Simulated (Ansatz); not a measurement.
`C[AsH]C` + `[SiH3]BB1CC1` → `C[AsH]B1CC1` + `CB[SiH3]`  (redistribution)

Isolated molecules relaxed with PBE0-D4/def2-TZVP in Ansatz; ΔE leaves out vibrations. CCSD(T)/CBS is the MP2 limit (def2-TZVPP, def2-QZVPP) plus CCSD(T) − MP2 in def2-TZVPP, frozen cores. DFT in def2-TZVPP. B3LYP here is the variant with VWN-RPA as its local correlation; programs differ in this. For As outer-core shells are correlated without core-valence functions, which leaves a few kJ/mol of doubt a bond. Scalar relativity is left out up to krypton. One conformer a species, not always the lowest.

```csv
level,ΔE (kcal/mol),difference from CCSD(T)/CBS
PBE-D4,-1.2,3.6
r2SCAN-D4,-1.8,3.0
PBE0-D4,-3.4,1.4
B3LYP-D4,-2.7,2.1
ωB97X-V,-4.6,0.2
ωB97M-V,-4.3,0.5
B2PLYP,-3.8,1.0
PBE,-1.3,3.5
r2SCAN,-1.8,3.0
PBE0,-3.5,1.3
B3LYP,-2.8,2.0
HF/def2-TZVPP,-7.3,-2.5
MP2/def2-TZVPP,-5.5,-0.7
SCS-MP2/def2-TZVPP,-5.4,-0.6
CCSD/def2-TZVPP,-5.2,-0.4
CCSD(T)/def2-TZVPP,-4.6,0.2
HF/def2-QZVPP,-7.0,-2.2
MP2/def2-QZVPP,-5.5,-0.7
SCS-MP2/def2-QZVPP,-5.4,-0.6
HF/CBS(def2),-7.0,-2.2
MP2/CBS(def2),-5.7,-0.9
CCSD/CBS(def2),-5.4,-0.6
CCSD(T)/CBS,-4.8,0
```

Largest T1 diagnostic among the species: 0.016.

In def2-TZVPP, CCSD(T) changes the Hartree–Fock value by +2.7 kcal/mol (the triples alone add +0.6 kcal/mol) and MP2 by +1.8 kcal/mol. From PBE to PBE0 (25 % exact exchange), in def2-TZVPP and without D4, ΔE moves by −2.2 kcal/mol.
